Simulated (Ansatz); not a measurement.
```xyz
15

C    -0.9753   -2.0829    0.0938
Si   -0.1586   -0.8030    1.2138
B     0.1683    0.7835    0.0338
Al   -1.1702    2.3832   -0.0833
Si    1.8547    0.6708   -1.0275
H    -1.1936   -2.9874    0.6661
H    -0.3165   -2.3520   -0.7341
H    -1.9135   -1.7070   -0.3195
H    -1.0537   -0.5329    2.3776
H     1.1114   -1.3617    1.7656
H    -0.9550    3.7011    0.7831
H    -2.4430    2.2772   -1.0362
H     2.3177   -0.7205   -1.3003
H     1.8748    1.4178   -2.3168
H     2.8525    1.3138   -0.1160
```

The species carries charge 0 and has multiplicity 1.

(1) List the PBE/def2-TZVPP orbital energies in eV (the Gaussian-basis code of Ansatz). (Estimate.)

## Answers

(1) The calculation gave: Occupied: -1779.37, -1779.29, -1506.45, -268.87, -177.49, -137.16, -137.05, -106.75, -93.90, -93.88, -93.86, -93.78, -93.78, -93.77, -68.88, -68.61, -68.60, -17.48, -13.90, -12.66, -10.86, -10.24, -10.10, -9.25, -8.58, -8.50, -8.07, -8.03, -7.30, -6.70, -6.08. Lowest empty: -3.90, -2.32, -0.16, -0.03, 0.15, 0.22, 0.74, 0.79.
